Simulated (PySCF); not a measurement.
## Vibration and rotation of ZnI⁺

RHF-CCSD(T) constants of ZnI⁺, ¹Σ⁺ (singlet), closed shell (PySCF, scalar-relativistic core potentials, basis sets Zn def2-SVP, I def2-SVP with ECP28; masses 63.9291 and 126.9045 u):

```
ωe              : 267.3 cm⁻¹
ωexe            : 0.875 cm⁻¹
Be              : 0.068135 cm⁻¹
αe              : 0.000267 cm⁻¹
D (centrifugal) : 1.77e-08 cm⁻¹
De to Zn⁺ + I   : 1.98 eV
```

(1) Give the band origin of the fundamental and the first lines of its P and R branches.

(2) Near which J would the R branch turn back, without centrifugal distortion?

Correlated steps freeze 9 core orbitals. Correlated levels converge slowly with the basis: in double zeta they bind strong bonds too weakly, by up to about 1 eV, and carry superposition errors of some tenths. Spin–orbit coupling is left out, which matters for elements this heavy, above all for dissociation energies. For an ion De counts to the pair picked by the measured ionisation energies or electron affinities, which need not be the lowest pair at this level. Where the molecule has an RHF reference, its open-shell atoms are computed with UHF.

Results:

(1) ν0 = ωe − 2ωexe = 265.6 cm⁻¹, B0 = 0.068002, B1 = 0.067735 cm⁻¹.

| J″ | P(J″) − ν0 | R(J″) − ν0 |
| --- | --- | --- |
| 0 |  | 0.135 |
| 1 | -0.136 | 0.270 |
| 2 | -0.273 | 0.405 |
| 3 | -0.410 | 0.539 |
| 4 | -0.547 | 0.672 |
| 5 | -0.685 | 0.805 |
| 6 | -0.824 | 0.937 |

(2) At J ≈ (B0 + B1)/(2(B0 − B1)) − 1 ≈ 250.
